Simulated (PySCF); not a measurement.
Spinor energies of Cd³⁵⁺ (cadmium, charge +35)

Start: [Ne] 3s2 3p1; 3p1/2 filled at m_j = +1/2. Calculated with PySCF 2.14 in an even-tempered Gaussian basis (19 s from 6.6 bohr⁻², ratio 2.4; 13 p from 8.6 bohr⁻², ratio 2.4; 4 d from 30 bohr⁻², ratio 2.6; 4 f from 44 bohr⁻², ratio 2.6): generalised Hartree-Fock with the X2C-1e Hamiltonian and a Gaussian nucleus; one run each with spin-orbit coupling (SO) switched off, then screened by Boettger's factors.

| spinor shell | electrons | ε, spin-free (eV) | ε, screened SO (eV) | weight of nominal j (screened SO) | rms radius, screened SO (bohr) |
| --- | --- | --- | --- | --- | --- |
| 1s1/2 | 2 | -28895.8 | -28892.3 | 1.000 | 0.0348 |
| 2s1/2 | 2 | -6012.4 | -6010.8 | 1.000 | 0.140 |
| 2p1/2 | 2 | -5601.8 | -5741.2 | 1.000 | 0.121 |
| 2p3/2 | 4 | -5601.8 | -5536.2 | 1.000 | 0.125 |
| 3s1/2 | 2 | -2351.2 | -2350.6 | 1.000 | 0.338 |
| 3p1/2 | 1 | -2239.9 | -2273.4 | 1.000 | 0.323 |

```json
{"quantity": "E (hartree)", "spin-free": "-4580.21476", "screened SO": "-4582.38881"}
{"quantity": "M_J", "spin-free": "1/2", "screened SO": "1/2"}
{"quantity": "⟨J²⟩", "spin-free": "1.095", "screened SO": "0.751"}
{"quantity": "⟨L²⟩", "spin-free": "2.003", "screened SO": "2.007"}
{"quantity": "⟨S²⟩", "spin-free": "0.751", "screened SO": "0.755"}
```

Each row is a mean over spinors that exchange with the open shell spreads, by up to 11.277 eV (2p1/2).

Breit and QED terms are absent; they matter most for the inner s and p1/2 levels.

Densities and radii are taken from the X2C orbitals without a picture-change correction, which distorts them close to the nucleus.

Without spin-orbit coupling the j labels of p, d and f shells carry no meaning; the spin-free column gives the mean over the occupied spinors of each nl shell, and its ⟨J²⟩ belongs to a mixture of degenerate components.
